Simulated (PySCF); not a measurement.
A structure optimised at PBE-D3(BJ)/def2-SVP, used in a PySCF frequency run:

```
In
C 1 2.1467
C 2 1.3474 1 123.34
H 3 1.1043 2 122.94 1 0.00
H 2 1.1047 3 119.41 4 180.00
H 3 1.1063 4 115.31 2 180.00
C 1 2.1472 2 139.16 5 180.00
C 7 1.3471 1 119.18 2 180.00
H 7 1.1045 8 119.93 1 180.00
H 8 1.1046 7 121.68 9 180.00
H 8 1.1061 10 116.45 7 180.00
Cl 1 2.4010 2 112.72 5 0.00
```
Charge 0, spin multiplicity 1.

Q: Write its SMILES, formula and point group.

A: C=[CH][In]([Cl])[CH]=C, C₄H₆ClIn, Cs

Q: What are its rotational constants (standard atomic weights)?

A: 2.2893, 1.3164, 0.83582 GHz
